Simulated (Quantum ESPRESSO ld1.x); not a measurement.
Results of a calculation; reference values are marked as such.
Problem. The mean radii <r> (bohr) of the occupied orbitals of an atom or ion are listed with their occupations. Code: ld1.x of Quantum ESPRESSO 7.5. Model: scalar-relativistic Kohn-Sham, LDA (Slater exchange, Perdew-Zunger correlation), spin-polarised, spherical densities, point nucleus.

| orbital | occ. | <r> |
|---|---|---|
| 1s up | 1 | 0.02974 |
| 1s down | 1 | 0.02974 |
| 2s up | 1 | 0.1286 |
| 2s down | 1 | 0.1286 |
| 2p up | 3 | 0.1122 |
| 2p down | 3 | 0.1122 |
| 3s up | 1 | 0.3488 |
| 3s down | 1 | 0.3487 |
| 3p up | 3 | 0.3471 |
| 3p down | 3 | 0.3469 |
| 3d up | 5 | 0.3237 |
| 3d down | 5 | 0.3235 |
| 4s up | 1 | 0.8205 |
| 4s down | 1 | 0.8198 |
| 4p up | 3 | 0.8730 |
| 4p down | 3 | 0.8734 |
| 4d up | 5 | 0.9852 |

Name the element and its charge. Open shells, if any, are filled with parallel spins first.

Solution. Z = 49, indium, charge +8: In8+ in [Kr] 4d5. The 1s radius gives Z: for a bare nucleus <r> = (2 gamma + 1)/(2Z) with gamma = sqrt(1 - (Z/c)^2), 0.02926 bohr for Z = 49, and screening makes it slightly larger (0.02974 here). The occupations add up to 41, and the charge is Z minus that.
